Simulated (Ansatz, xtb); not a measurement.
## Relative energy of two isomers of C3H8BrGeN

We compare X, `[NH2][Ge]1([Br])[CH2]C[CH2]1`, a singlet, with Y, `C=[C](C)[Ge@H]([NH2])[Br]`, a singlet. Both are isolated molecules in the gas phase, relaxed with PBE0-D3(BJ)/def2-SVP; the shapes shown needn't be the lowest conformers.

X (Å):

```yaml
atoms:
  - { symbol: C, position_ang: [0.3046, 1.2667, -0.5834] }
  - { symbol: C, position_ang: [0.0684, -0.0662, -1.3400] }
  - { symbol: C, position_ang: [0.5051, -1.1510, -0.3189] }
  - { symbol: Br, position_ang: [2.1066, 0.6322, 2.5011] }
  - { symbol: Ge, position_ang: [0.3176, 0.2080, 1.0872] }
  - { symbol: N, position_ang: [-1.1195, 0.0322, 2.1947] }
  - { symbol: H, position_ang: [-1.9889, -0.2275, 1.7366] }
  - { symbol: H, position_ang: [-1.2824, 0.8069, 2.8318] }
  - { symbol: H, position_ang: [1.3048, 1.6869, -0.7686] }
  - { symbol: H, position_ang: [-0.4445, 2.0556, -0.7388] }
  - { symbol: H, position_ang: [-1.0030, -0.1809, -1.5709] }
  - { symbol: H, position_ang: [0.6061, -0.1271, -2.3006] }
  - { symbol: H, position_ang: [1.5612, -1.4379, -0.4336] }
  - { symbol: H, position_ang: [-0.1042, -2.0650, -0.2817] }
```

Y (Å):

```csv
atom,x (Å),y (Å),z (Å)
C,0.4079,1.5850,0.9101
C,-0.0183,0.3300,0.7200
C,-1.4065,-0.1391,1.0241
Br,0.1310,-2.2007,-1.6112
Ge,1.2684,-0.9357,0.0076
N,2.6724,-0.0096,-0.6873
H,-0.2613,2.3557,1.3125
H,1.4340,1.8861,0.6784
H,-2.0342,0.6828,1.4009
H,-1.8829,-0.5648,0.1264
H,-1.4002,-0.9409,1.7816
H,1.8238,-1.9708,0.9967
H,2.4316,0.6063,-1.4602
H,3.4694,-0.5797,-0.9571
```

Question: Which of the two would you expect CCSD(T)/def2-SVP + ΔMP2/def2-TZVPP electronic energies to favour?

Answer: Not settled: CCSD(T)/def2-SVP + ΔMP2/def2-TZVPP gives E(Y) − E(X) = +1.31 kcal/mol, but this leans on the basis-set step: CCSD(T) alone gives −1.92 kcal/mol.

Level by level:

```tsv
level	geometry	E(Y) − E(X) (kcal/mol)	departure from the last row (kcal/mol)	job, with rough time for the two
PBE0-D3(BJ)/def2-SVP	PBE0-D3(BJ)/def2-SVP	+3.60	+2.28	optimisation, 2.9 min
HF/def2-SVP	PBE0-D3(BJ)/def2-SVP	−4.65	−5.96	part of the CCSD(T) run
MP2/def2-SVP	PBE0-D3(BJ)/def2-SVP	+0.61	−0.71	part of the CCSD(T) run
CCSD(T)/def2-SVP	PBE0-D3(BJ)/def2-SVP	−1.92	−3.23	single point
CCSD(T)/def2-SVP + ΔMP2/def2-TZVPP	PBE0-D3(BJ)/def2-SVP	+1.31		single point, 2.7 min
```

As drawn, Y has 1 C=C, 1 Ge–H in place of 1 C–Ge, 1 C–C, 1 C–H. Structure X has a 4-membered ring, Y no ring.

HF/def2-SVP, CCSD(T)/def2-SVP put the two in the other order. The largest departure from CCSD(T)/def2-SVP + ΔMP2/def2-TZVPP is that of HF/def2-SVP, 5.96 kcal/mol. Levels run at GFN2-xTB geometries aren't shown. The last row adds to CCSD(T) the change of the MP2 difference between the two basis sets, here +3.23 kcal/mol, a large step that makes the value less sure.

With thermal terms from frequencies at re-optimised GFN2-xTB minima (ideal gas, soft modes damped towards free rotors, one conformer each, 298.15 K, 1 atm): the zero-point term adds −2.95 kcal/mol; ΔH is −1.05 and ΔG −2.21 kcal/mol.

The correlated steps freeze 22 core orbitals; the filled d shell of Br and Ge is correlated, in a basis made for valence electrons. Mirror images aren't counted in ΔG. Programs: Ansatz 0.2.0, xtb 6.7.1; the last row on 4 threads of Arm Neoverse V1 on a shared host.
